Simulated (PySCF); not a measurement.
Constitutional and geometric isomers with formula C2H5N. Gas-phase values, no solvent. One relaxed conformer stands for each flexible species; it need not be the lowest. Strings in code marks are SMILES.

Calculation: B3LYP-D3(BJ)/def2-TZVP (PySCF). B3LYP has the VWN-RPA correlation part, as in Gaussian. 

```json
[
 {"species": "`C=NC`", "HOMO–LUMO gap (eV)": "6.57", "HOMO (eV)": "-7.11"},
 {"species": "`[H]/N=C/C`", "HOMO–LUMO gap (eV)": "7.06", "HOMO (eV)": "-7.35"},
 {"species": "`C=CN`", "HOMO–LUMO gap (eV)": "6.50", "HOMO (eV)": "-5.80"}
]
```
